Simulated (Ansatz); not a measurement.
**Question.** Name a neutral molecule of C, Ga and H with zero-point energy (PBE0-D4/def2-TZVP) between 72 and 88 kJ/mol and size of the dipole moment (ωB97M-V/def2-TZVPP) between 0.00 and 0.30 D (Ansatz, PBE0-D4/def2-TZVP geometry).

**Answer.** `C#[C][GaH2]` (82.8 kJ/mol, 0.17 D). Other molecules can fit too; these were computed, each in one conformer that needn't be the lowest.
